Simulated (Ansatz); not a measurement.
## A basis-limit estimate, worked out

An elementary step of SiH2OF4, closed shell (SiHOF₃ ([OH][Si]([F])([F])[F]) + HF → SiF₄ ([F][Si]([F])([F])[F]) + H₂O; bonds formed: Si1–F7, O2–H6; bonds broken: Si1–O2, H6–F7). “Start” is the structure reached by relaxing down from the saddle towards the reactants; PBE0-D4/def2-TZVP structures. The saddle:

Si1  (-0.405, 0.162, -0.426)
O2  (0.451, -0.742, 0.805)
F3  (-0.223, -0.306, -1.916)
F4  (-0.806, 1.664, -0.166)
F5  (-1.804, -0.530, -0.073)
H6  (1.329, -0.042, 0.517)
F7  (1.397, 0.713, -0.407)
H8  (0.062, -0.920, 1.665)
(Å)

Computed with Ansatz 0.2.0 (basis: def2-TZVPP and def2-QZVPP); correlated methods freeze the cores.

Energies in eV:

| quantity | saddle | start |
| --- | --- | --- |
| Hartree–Fock, triple zeta (X = 3) | -20767.15504 | -20768.67152 |
| Hartree–Fock, quadruple zeta (X = 4) | -20768.03973 | -20769.57930 |
| MP2 correlation, X = 3 | -37.73568 | -37.21062 |
| MP2 correlation, X = 4 | -41.26526 | -40.73150 |
| CCSD(T) correlation, X = 3 | -38.91555 | -38.41361 |

(1) Work out the barrier at the basis limit: extrapolate Hartree–Fock as E(X) = E∞ + A exp(−7.88 √X) and the MP2 correlation as E(X) = E∞ + B X^−2.97 (the exponents that Neese and Valeev fitted for def2-TZVPP and QZVPP), then add CCSD(T) − MP2 in triple zeta.

No T1 diagnostic of these runs exceeds 0.012.

Answers

(1) Each step is linear, so take the differences first (saddle − start): Hartree–Fock 1.51648 (X = 3) and 1.53957 (X = 4); MP2 correlation -0.52506 and -0.53376; CCSD(T) correlation -0.50194.
Two points give E∞ = E(4) + w [E(4) − E(3)], with w = 1/(exp(7.88 (2 − √3)) − 1) = 0.1377 for Hartree–Fock and w = 1/((4/3)^2.97 − 1) = 0.7407 for the correlation.
Hartree–Fock: 1.53957 + 0.1377 × 0.02309 = 1.5427 eV.
MP2 correlation: -0.53376 + 0.7407 × (-0.00870) = -0.5402 eV.
CCSD(T) − MP2: -0.50194 − (-0.52506) = 0.0231 eV.
Sum: 1.5427 + (-0.5402) + 0.0231 = 1.0256 eV, or 23.65 kcal/mol. Plain CCSD(T) in triple zeta gives 1.0145 eV, so the larger basis shifts the result by 0.0111 eV.

Steps of this kind, hydrogen fluoride cutting a network bond, underlie vapour etching and the fluorination step of atomic layer etching.

Labels in which every atom is bracketed show which atoms are joined, not bond orders.

For scale, one of the runs: CCSD(T)/def2-TZVPP, 225 basis functions, launched by `ansatz run in.yaml --threads 8 --pin off --events-out ev --progress --plain --max-ram 19148MiB`. Time: 100 s of wall clock on 8 CPU threads of an Arm Neoverse V1; the host was shared. Peak host memory: 4.2 GiB.
